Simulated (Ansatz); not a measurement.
`N#[C][AlH][OH]` + H₂ → `[OH][AlH2]` + `C#N` at 500 K and 1 bar (hydrogenolysis of the Al–C bond).

Gas-phase electronic energies from Ansatz, PBE0-D4/def2-TZVP geometries. CCSD(T)/CBS is the MP2 limit (def2-TZVPP, def2-QZVPP) plus CCSD(T) − MP2 in def2-TZVPP, frozen cores. This one scheme is used for every species. Each species was taken in one conformer, which may not be the lowest.

```
         species  CCSD(T)/CBS energy (Eh)  H − E (kJ/mol)  S (J/(mol·K))
`N#[C][AlH][OH]`               -411.19791           110.3          352.6
              H₂                 -1.17544            41.0          145.5
    `[OH][AlH2]`               -319.03157            95.7          286.7
           `C#N`                -93.32098            60.1          220.8
```

H − E and S are ideal-gas, rigid-rotor, harmonic terms from PBE0-D4/def2-TZVP, for one conformer and one mirror image of each species. The MP2-based limit puts H₂ 0.8 mEh under its directly extrapolated value; such offsets cancel only in part. 1 Eh = 2625.50 kJ/mol, R = 8.31446 J/(mol·K).

Question: By hand: ΔE, ΔH, ΔS and ΔG.

Answer: ΔE = (-319.03157) + (-93.32098) − (-411.19791) − (-1.17544) = 0.02080 Eh = 54.6 kJ/mol. Δ(H − E) = 95.7 + 60.1 − 110.3 − 41.0 = 4.5, so ΔH = 59.1 kJ/mol. ΔS = 286.7 + 220.8 − 352.6 − 145.5 = 9.4 J/(mol·K). ΔG = 59.1 − 500 × (9.4)/1000 = 54.4 kJ/mol.

Question: By hand: the equilibrium constant, and the temperature at which ΔG would vanish if ΔH and ΔS stayed fixed.

Answer: log₁₀ K = −ΔG/(RT ln 10) = -5.7. ΔG = 0 at ΔH/ΔS = 6287 K, far beyond where these terms or the molecules hold.

The number of gas molecules stays the same, so ΔS is small and ΔH decides. A doubt of 5 kJ/mol in ΔE shifts log₁₀ K by 0.5 here. Other conformers and mirror images would add mixing entropy, several J/(mol·K) or more a flexible species. These are equilibria of isolated gas molecules and say nothing of rates. Largest T1 diagnostic: 0.014 (customary marks: 0.02 for closed shells, 0.045 for open ones).
